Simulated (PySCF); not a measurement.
# Dipole response of Xe (xenon, neutral)

[Xe], closed-shell 1S. Calculation: PySCF 2.14, in aug-cc-pVQZ-PP with one added diffuse shell each of s, p, d, f, g type with ECP28MDF (8s8p6d4f3g, 117 functions); a scalar-relativistic core potential. Coupled (time-dependent) response in atomic units; α is the mean over directions.

```json
{"method": "UHF", "mean α (bohr³)": "26.75", "C₆ (like pair)": "280.1", "S(−4)": "121.6"}
{"method": "PBE", "mean α (bohr³)": "29.00", "C₆ (like pair)": "307.4", "S(−4)": "158.1"}
{"method": "PBE0", "mean α (bohr³)": "27.87", "C₆ (like pair)": "293.6", "S(−4)": "139.1"}
{"method": "TPSSh", "mean α (bohr³)": "28.08", "C₆ (like pair)": "298.2", "S(−4)": "141.0"}
```

S(−4) is the Cauchy moment in α(ω) = α(0) + S(−4) ω² + …

Reference α: 27.32 ± 0.2 bohr³ (recommended; Schwerdtfeger and Nagle, table of static dipole polarizabilities (2023 update)). Published C₆: 302.0 (Gould and Bucko (2016)).

α(iu) at UHF:

```tsv
u (hartree)	α(iu) (bohr³)
0	26.75
0.0500	26.46
0.100	25.61
0.200	22.80
0.300	19.46
0.500	13.66
0.750	8.971
1.00	6.234
1.50	3.505
2.00	2.277
3.00	1.227
5.00	0.5495
```

A single London oscillator, α(iu) = α/(1 + u²/ω²), gives C₆ = (3/4) ω α². Matching the computed C₆ needs ω = 4 × 280.1 / (3 × 26.75²) = 0.522 hartree.

Energies and moments cover only the electrons outside the core potential.
